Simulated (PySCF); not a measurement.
Excitations are Tamm–Dancoff values on a coarser integration grid. The basis has no diffuse functions, so Rydberg states are missing or too high.

Cartesian coordinates (Å):
```xyz
16

C     -2.3668    -1.4850     0.3597
O     -0.9647    -1.4564     0.3591
Ga    -0.0014     0.0170     0.1944
O     -0.8024     1.5838     0.0209
C     -0.1216     2.8019    -0.1203
O      1.7643    -0.0768     0.2029
C      2.4865    -1.2715     0.3379
H     -2.7378    -1.9166     1.3063
H     -2.7339    -2.1243    -0.4628
H     -2.8277    -0.4879     0.2416
H     -0.4102     3.4938     0.6907
H     -0.3931     3.2810    -1.0777
H      0.9780     2.6969    -0.0971
H      1.8448    -2.1672     0.4190
H      3.1520    -1.4126    -0.5321
H      3.1232    -1.2320     1.2397
```
Charge 0, spin multiplicity 1.

### Question
Predict the dipole moment, S1 excitation (TDA) and S1–T1 gap (TDA) from PBE0-D3(BJ)/def2-TZVP // PBE0-D3(BJ)/def2-SVP (PySCF).

### Answer

The dipole moment is 0.01 D. The S1 excitation (TDA) is 5.60 eV and the S1–T1 gap (TDA) is 0.33 eV.
